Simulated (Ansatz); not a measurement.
Program: Ansatz. Geometries: PBE0-D4/def2-TZVP. ΔE: electronic, gas phase. CBS: MP2 limit from def2 TZ/QZ plus the TZ coupled-cluster correction, frozen cores. DFT in def2-TZVPP. B3LYP here is the variant with VWN-RPA as its local correlation; programs differ in this. def2 core potentials past Kr. For In, Se outer-core shells are correlated without core-valence functions, which leaves a few kJ/mol of doubt a bond. Scalar relativity is left out up to krypton. Each species was taken in one conformer, which may not be the lowest.

`C=C[CH2][InH][Cl]` + H₂Se → `[Cl][InH][SeH]` + `C=CC`  (ligand exchange at the In–C bond)

`C=C[CH2][InH][Cl]`:

Z-matrix (Å, degrees):
```
C
C 1 1.482
In 1 2.159 2 104.6
H 1 1.090 2 112.7 3 118.9
H 1 1.091 2 112.5 3 -116.2
C 2 1.332 1 125.7 3 -100.8
H 2 1.089 1 115.7 3 77.0
Cl 3 2.356 1 109.8 2 -69.4
H 3 1.708 1 136.7 2 104.2
H 6 1.086 2 121.7 1 -2.3
H 6 1.083 2 121.2 1 178.5
```

H₂Se:

Z-matrix (Å, degrees):
```
Se
H 1 1.467
H 1 1.467 2 91.2
```

`[Cl][InH][SeH]`:

```xyz
5

Cl   -1.945    1.781    0.645
In   -0.503   -0.029    0.377
Se    1.338    0.528   -1.197
H    -0.819   -1.470    1.226
H     1.929   -0.810   -1.050
```

`C=CC`:

```xyz
9

C    -0.310   -1.300    0.365
C    -0.295   -0.219   -0.402
C     0.380    1.065   -0.059
H     0.188   -1.316    1.330
H    -0.820   -2.206    0.059
H    -0.809   -0.251   -1.360
H     1.134    1.324   -0.809
H    -0.337    1.892   -0.040
H     0.869    1.012    0.915
```

```json
{"level": "LDA (SPW92)", "ΔE (eV)": "-1.22"}
{"level": "PBE0-D4", "ΔE (eV)": "-1.30"}
{"level": "B3LYP-D4", "ΔE (eV)": "-1.29"}
{"level": "CAM-B3LYP-D4", "ΔE (eV)": "-1.29"}
{"level": "BLYP", "ΔE (eV)": "-1.30"}
{"level": "MP2/def2-SVP", "ΔE (eV)": "-1.33"}
{"level": "CCSD(T)/def2-SVP", "ΔE (eV)": "-1.32"}
{"level": "HF/def2-QZVPP", "ΔE (eV)": "-1.51"}
```

Problem. What does CCSD(T)/CBS give? (An estimate is asked.)

Solution. The calculation gave: -1.27 eV. The listed levels differ from it by 0.05, -0.03, -0.02, -0.02, -0.03, -0.06, -0.05, -0.24 eV.

Largest T1 diagnostic among the species: 0.013.

In def2-TZVPP, CCSD(T) changes the Hartree–Fock value by +0.27 eV (the triples alone add +0.03 eV) and MP2 by +0.28 eV. At CCSD(T), def2-SVP lies −0.05 eV from the extrapolated value and def2-TZVPP +0.03 eV. Leaving LDA and LC-ωPBE aside and taking each functional with its dispersion term where it has one, the values, not all of them listed here, spread over 0.16 eV, from BHLYP-D4 to revPBE-D4. LDA lies +0.06 eV from PBE without D4.
